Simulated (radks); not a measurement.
Question: Species: Ar2+. Configuration: [Ne] 3s2 3p4. Method: non-relativistic Kohn-Sham, LDA (Slater exchange, Perdew-Wang correlation), spin-unpolarised, spherical densities, point nucleus; hard spherical wall at 4 bohr; computed with a radial shooting solver on a logarithmic mesh with Libxc functionals. Some entries of the table are withheld. Estimate them.

| orbital | occ. | eigenvalue (hartree) | <r> (bohr) | r(max) (bohr) |
|---|---|---|---|---|
| 1s | 2 | -114.9052 | (1) | (2) |
| 2s | 2 | -11.86955 | 0.4175 | 0.3414 |
| 2p | 6 | -9.52266 | (3) | (4) |
| 3s | 2 | (5) | 1.332 | 1.153 |
| 3p | 4 | -1.28558 | 1.446 | 1.228 |
| 3d | 0 | -0.49799 | 1.688 | 1.424 |
| 4s | 0 | -0.15996 | 2.380 | 2.626 |
| 4p | 0 | 0.08959 | 2.364 | (6) |

Answer: 
(1) 1s <r> (bohr): 0.08642
(2) 1s r(max) (bohr): 0.05668
(3) 2p <r> (bohr): 0.3776
(4) 2p r(max) (bohr): 0.2812
(5) 3s eigenvalue (hartree): -1.82795
(6) 4p r(max) (bohr): 2.732
